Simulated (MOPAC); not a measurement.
MOPAC input (AM1):

```
AM1 FORCE THERMO(298,298) PRECISE LET CHARGE=-1 GEO-OK AUX(PRECISION=9) THREADS=1
H3BOP

B    -0.29893672 1   -0.66332753 1    0.29981347 1
H    -1.19742001 1   -1.44475988 1    0.37147754 1
O     0.78614300 1   -0.95091254 1    1.05574939 1
H     1.40212217 1   -0.23219921 1    0.88141858 1
P    -0.22138389 1    0.75397428 1   -0.62996798 1
H    -1.44076724 1    0.70173777 1   -1.22260076 1
```

From the output:

```
     H    6   0.282653   0.019592   0.115403   0.018584   3.542083   3.585784

          HEAT OF FORMATION =    -108.375875 KCALS/MOLE

          ZERO POINT ENERGY      24.015 KCAL/MOL

           NORMAL COORDINATE ANALYSIS (Total motion = 1 Angstrom)

   Root No.       1         2         3         4         5         6         7         8

                 1 A"      1 A'      2 A"      2 A'      3 A"      3 A'      4 A'      5 A'

                 292.2     410.0     621.4     697.0     820.7     896.9    1021.3    1384.2

           1   -0.0000   -0.1179    0.0000    0.0028   -0.0000    0.1476   -0.0476   -0.1229
           2    0.0000    0.0161   -0.0000   -0.0363    0.0000    0.0899   -0.0467    0.2160
           3   -0.0505   -0.0000    0.0934   -0.0000   -0.1186    0.0000   -0.0000    0.0000
           4   -0.0000   -0.1096   -0.0000    0.0011    0.0000    0.1500   -0.0313   -0.1245
           5    0.0000   -0.0583    0.0000   -0.0992   -0.0000    0.3638    0.6056    0.0317
           6   -0.1139   -0.0000   -0.0560   -0.0000    0.6229    0.0000    0.0000   -0.0000
           7    0.0000    0.0692   -0.0000   -0.0028    0.0000   -0.0004    0.0275    0.0860
           8   -0.0000    0.1057    0.0000   -0.0576   -0.0000    0.0354   -0.0504   -0.1120
           9    0.0328    0.0000   -0.0755   -0.0000    0.0079    0.0000   -0.0000   -0.0000
          10    0.0000    0.0435    0.0000   -0.0001    0.0000    0.0299   -0.0151    0.0994
          11   -0.0000    0.2647   -0.0000   -0.0782   -0.0000   -0.1363    0.2450   -0.4131
          12    0.0971    0.0000    0.7577    0.0000    0.2222   -0.0000    0.0000   -0.0000
          13   -0.0000   -0.0006   -0.0000   -0.0156    0.0000   -0.0614    0.0039    0.0007
          14    0.0000   -0.0718    0.0000    0.0323   -0.0000   -0.0608    0.0144   -0.0043
          15   -0.0210    0.0000   -0.0164    0.0000    0.0104   -0.0000    0.0000   -0.0000
          16    0.0000    0.2487   -0.0000    0.4923   -0.0000    0.1291    0.0016   -0.0458
          17   -0.0000    0.1501    0.0000    0.4872    0.0000    0.1141    0.0091   -0.0258
          18    0.6847   -0.0000   -0.0009    0.0000   -0.0180    0.0000   -0.0000   -0.0000

   Root No.       9        10        11        12

                 6 A'      7 A'      8 A'      9 A'

                1429.0    2492.7    3238.3    3495.0

           1    0.0458    0.0001   -0.0781   -0.0080
           2    0.0950   -0.0038    0.0016    0.0047
           3    0.0000    0.0000    0.0000    0.0000
           4    0.0394    0.0032    0.8663    0.0452
           5   -0.1999    0.0015   -0.0182   -0.0050
           6   -0.0000    0.0000   -0.0000    0.0000
           7   -0.0155   -0.0004    0.0014   -0.0527
           8   -0.0720    0.0015   -0.0001   -0.0109
           9   -0.0000   -0.0000   -0.0000    0.0000
          10   -0.1157   -0.0012   -0.0494    0.8807
          11    0.5928    0.0035   -0.0108    0.1230
          12    0.0000   -0.0000   -0.0000   -0.0000
          13   -0.0055    0.0209   -0.0001   -0.0001
          14   -0.0088   -0.0228    0.0005    0.0002
          15   -0.0000   -0.0000   -0.0000   -0.0000
          16    0.0012   -0.6380    0.0003   -0.0019
          17    0.0023    0.7125   -0.0028   -0.0006
          18   -0.0000    0.0000    0.0000    0.0000

           MASS-WEIGHTED COORDINATE ANALYSIS (NORMAL COORDINATES)

   Root No.       1         2         3         4         5         6         7         8

                 1 A"      1 A'      2 A"      2 A'      3 A"      3 A'      4 A'      5 A'

                 292.2     410.0     621.4     697.0     820.7     896.9    1021.3    1384.2

           1   -0.0000   -0.4501    0.0000    0.0119   -0.0000    0.5496   -0.2131   -0.3705
           2    0.0000    0.0614   -0.0000   -0.1534    0.0000    0.3346   -0.2091    0.6514
           3   -0.2233   -0.0000    0.3488   -0.0000   -0.5043    0.0000   -0.0000    0.0000
           4   -0.0000   -0.1278   -0.0000    0.0014    0.0000    0.1706   -0.0428   -0.1146
           5    0.0000   -0.0679    0.0000   -0.1278   -0.0000    0.4136    0.8281    0.0292
           6   -0.1536   -0.0000   -0.0638   -0.0000    0.8091    0.0000    0.0000   -0.0000
           7    0.0000    0.3217   -0.0000   -0.0142    0.0000   -0.0016    0.1496    0.3156
           8   -0.0000    0.4911    0.0000   -0.2955   -0.0000    0.1606   -0.2747   -0.4110
           9    0.1762    0.0000   -0.3431   -0.0000    0.0410    0.0000   -0.0000   -0.0000
          10    0.0000    0.0507    0.0000   -0.0001    0.0000    0.0340   -0.0206    0.0915
          11   -0.0000    0.3086   -0.0000   -0.1007   -0.0000   -0.1550    0.3349   -0.3804
          12    0.1311    0.0000    0.8636    0.0000    0.2886   -0.0000    0.0000   -0.0000
          13   -0.0000   -0.0037   -0.0000   -0.1115    0.0000   -0.3869    0.0294    0.0038
          14    0.0000   -0.4642    0.0000    0.2309   -0.0000   -0.3831    0.1089   -0.0218
          15   -0.1573    0.0000   -0.1036    0.0000    0.0747   -0.0000    0.0000   -0.0000
          16    0.0000    0.2900   -0.0000    0.6344   -0.0000    0.1468    0.0022   -0.0422
          17   -0.0000    0.1750    0.0000    0.6278    0.0000    0.1298    0.0124   -0.0238
          18    0.9239   -0.0000   -0.0011    0.0000   -0.0234    0.0000   -0.0000   -0.0000

   Root No.       9        10        11        12

                 6 A'      7 A'      8 A'      9 A'

                1429.0    2492.7    3238.3    3495.0

           1    0.1914    0.0003   -0.2827   -0.0287
           2    0.3968   -0.0129    0.0058    0.0169
           3    0.0000    0.0000    0.0000    0.0000
           4    0.0502    0.0033    0.9573    0.0493
           5   -0.2549    0.0016   -0.0201   -0.0054
           6   -0.0000    0.0000   -0.0000    0.0000
           7   -0.0787   -0.0018    0.0064   -0.2290
           8   -0.3658    0.0063   -0.0006   -0.0474
           9   -0.0000   -0.0000   -0.0000    0.0000
          10   -0.1475   -0.0012   -0.0546    0.9611
          11    0.7558    0.0036   -0.0119    0.1342
          12    0.0000   -0.0000   -0.0000   -0.0000
          13   -0.0392    0.1191   -0.0004   -0.0004
          14   -0.0624   -0.1301    0.0033    0.0010
          15   -0.0000   -0.0000   -0.0000   -0.0000
          16    0.0016   -0.6566    0.0003   -0.0021
          17    0.0030    0.7332   -0.0031   -0.0007
          18   -0.0000    0.0000    0.0000    0.0000

          DESCRIPTION OF VIBRATIONS

 VIBRATION          1    1A"         ATOM PAIR     ENERGY CONTRIBUTION    RADIAL
 FREQUENCY           292.25         P 5 -- H 6         +67.3% ( 88.4%)      0.0%
 TRANSITION DIPOLE   0.7573         B 1 -- O 3         +17.8% ( 45.4%)      0.0%
 TRAVEL (Ang.)       0.5382         B 1 -- P 5          +8.9% ( 32.1%)      0.0%
 REDUCED MASS        0.7965         O 3 -- H 4          +2.7% ( 17.6%)      0.0%
 EFFECTIVE MASS      2.5188
 FORCE CONSTANT      0.0401

 VIBRATION          2    1A'         ATOM PAIR     ENERGY CONTRIBUTION    RADIAL
 FREQUENCY           410.00         B 1 -- O 3         +31.7% (174.0%)      0.4%
 TRANSITION DIPOLE   0.8487         O 3 -- P 5         +23.5% (149.7%)     97.7%
 TRAVEL (Ang.)       0.2074         B 1 -- P 5         +20.1% (138.6%)      4.1%
 REDUCED MASS        3.8226         B 1 -- H 2         +10.6% (100.6%)     86.1%
 EFFECTIVE MASS     35.1352
 FORCE CONSTANT      0.3786

 VIBRATION          3    2A"         ATOM PAIR     ENERGY CONTRIBUTION    RADIAL
 FREQUENCY           621.36         O 3 -- H 4         +72.1% ( 91.8%)      0.0%
 TRANSITION DIPOLE   1.1391         B 1 -- O 3         +10.6% ( 35.3%)      0.0%
 TRAVEL (Ang.)       0.3387         B 1 -- H 2          +9.2% ( 32.7%)      0.0%
 REDUCED MASS        0.9459         B 1 -- P 5          +6.6% ( 27.8%)      0.0%
 EFFECTIVE MASS      3.2525
 FORCE CONSTANT      0.2152

 VIBRATION          4    2A'         ATOM PAIR     ENERGY CONTRIBUTION    RADIAL
 FREQUENCY           697.01         P 5 -- H 6         +56.5% ( 89.1%)      6.3%
 TRANSITION DIPOLE   0.3308         O 3 -- P 5         +14.7% ( 45.5%)     87.6%
 TRAVEL (Ang.)       0.3274         O 3 -- H 4          +9.0% ( 35.6%)      6.7%
 REDUCED MASS        0.9025         B 1 -- P 5          +8.7% ( 34.9%)     31.7%
 EFFECTIVE MASS      4.3196
 FORCE CONSTANT      0.2583

 VIBRATION          5    3A"         ATOM PAIR     ENERGY CONTRIBUTION    RADIAL
 FREQUENCY           820.70         B 1 -- H 2         +79.9% ( 92.5%)      0.0%
 TRANSITION DIPOLE   0.3510         B 1 -- P 5          +8.2% ( 29.7%)      0.0%
 TRAVEL (Ang.)       0.2686         B 1 -- O 3          +8.2% ( 29.7%)      0.0%
 REDUCED MASS        1.1390         O 3 -- H 4          +3.7% ( 19.8%)      0.0%
 EFFECTIVE MASS      2.7469
```

The dipole moment of an ion depends on the origin.
